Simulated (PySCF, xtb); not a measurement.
Se(Et)(SeH) (C2H6Se2), SMILES [Se](CC)[SeH].

GFN2-xTB (xtb 6.7.1) at its own geometry gives an orbital gap of 2.57 eV and a dipole moment of 1.59 D.

Coordinates come from a B3LYP-D3(BJ)/def2-SVP optimisation. Other conformers were not sampled.

Q: What does PBE/def2-TZVP (PySCF) give? (Estimate from the structure and the level; the computed values follow.)

A: gap 3.20 eV (levels -5.51 and -2.31 eV), dipole 1.68 D.
